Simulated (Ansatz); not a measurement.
Computed with Ansatz on PBE0-D4/def2-TZVP structures; ΔE is electronic, products minus reactants. CCSD(T)/CBS is the MP2 limit (def2-TZVPP, def2-QZVPP) plus CCSD(T) − MP2 in def2-TZVPP, frozen cores. This one scheme is used for every species. DFT in def2-TZVPP. HSE06 is defined as in plane-wave codes. Each species was taken in one conformer, which may not be the lowest.

Consider the silylene formation by 1,1-elimination: `C=C[SiH2][SiH2]F` → `C=C[SiH3]` + `F[SiH]`.

`C=C[SiH2][SiH2]F`:

```xyz
12

C    -0.447   -1.813    1.430
C     0.027   -0.581    1.260
Si    0.901   -0.023   -0.284
Si   -0.370    1.591   -1.418
F    -0.649    2.833   -0.434
H    -0.326   -2.583    0.673
H    -0.974   -2.108    2.333
H    -0.128    0.145    2.056
H     2.234    0.560    0.036
H     1.088   -1.189   -1.194
H    -1.690    1.048   -1.838
H     0.332    2.119   -2.619
```

`C=C[SiH3]`:

Cartesian coordinates in Å:
```
C -1.125 -0.712 0.782
C -0.165 0.203 0.681
Si 0.873 0.423 -0.845
H -1.356 -1.389 -0.036
H -1.724 -0.827 1.681
H 0.016 0.852 1.537
H 0.720 1.796 -1.397
H 0.446 -0.569 -1.867
H 2.316 0.222 -0.537
```

`F[SiH]`:

Cartesian coordinates in Å:
```
F 0.388 0.371 -1.119
Si -0.400 -0.571 -0.074
H 0.013 0.200 1.194
```

```
             level  ΔE (kJ/mol)  difference from CCSD(T)/CBS
           BLYP-D4        178.2                        -16.3
           PBE0-D4        212.5                         18.0
        r2SCANh-D4        217.4                         22.9
          HSE06-D4        212.4                         17.9
           ωB97M-V        181.9                        -12.6
            r2SCAN        214.0                         19.5
           LC-ωPBE        211.3                         16.8
    MP2/def2-TZVPP        200.4                          5.9
SCS-MP2/def2-TZVPP        189.4                         -5.1
    MP2/def2-QZVPP        204.0                          9.5
       CCSD(T)/CBS        194.5                            0
```

Largest T1 diagnostic among the species: 0.015.

From PBE to PBE0 (25 % exact exchange), in def2-TZVPP and without D4, ΔE moves by +10.3 kJ/mol. In def2-TZVPP, CCSD(T) changes the Hartree–Fock value by +11.1 kJ/mol (the triples alone add +3.2 kJ/mol) and MP2 by +23.6 kJ/mol. The D4 term adds +13.3 kJ/mol with B3LYP and +7.5 kJ/mol with PBE0; it sums over pairs of atoms, weighted by their polarisabilities, and B3LYP, whose exchange is more repulsive, gets the larger term.

B3LYP here is the variant with VWN-RPA as its local correlation; programs differ in this.
